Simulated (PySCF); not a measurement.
Species: p-bromotoluene, C7H7Br.
Bonds: C1–C2, C2–C3 (aromatic), C3–C4 (aromatic), C4–C5 (aromatic), C5–Br6, C5–C7 (aromatic), C7–C8 (aromatic), C2–C8 (aromatic). Hydrogens: H9, H10, H11 on C1; H12 on C3; H13 on C4; H14 on C7; H15 on C8.

Computed with PBE0-D3(BJ)/def2-SVP geometry optimisation, gas phase (PySCF 2.14.0).

Q: List the bond lengths and angles at this level.

A: 
```
                 bond  length (Å)
                C1–C2       1.501
         C2–C3, C2–C8       1.400
         C3–C4, C7–C8       1.393
         C4–C5, C5–C7       1.393
               C5–Br6       1.888
C1–H9, C1–H10, C1–H11       1.101
       C3–H12, C8–H15       1.094
       C4–H13, C7–H14       1.091
```

Bonds in one row agree within 0.01 Å and their mean is given. A selection of angles:
```
    angle  degrees
 C1–C2–C3    121.1
 C3–C2–C8    117.8
 C2–C3–C4    121.5
 C3–C4–C5    119.3
C4–C5–Br6    119.7
 C4–C5–C7    120.6
```

The 6-membered ring C2–C3–C4–C5–C7–C8 has internal angles of 117.8° to 121.6° (sum 720°, against 720° for a flat polygon); it is planar, 0.00 Å rms from its mean plane, widest ring torsion 0°. The 7 C–C bonds span 1.392 Å (C7–C8, aromatic) to 1.501 Å (C1–C2, drawn single), a spread of 0.109 Å. Of the pairs four or more bonds apart, H9···H12 is among the closest relative to their van der Waals radii: 2.48 Å, 103 % of the sum of Bondi's values. The 8 heavy atoms lie in one plane (0.008 Å rms).

Not checked by PBE0-D3(BJ)/def2-SVP frequencies.
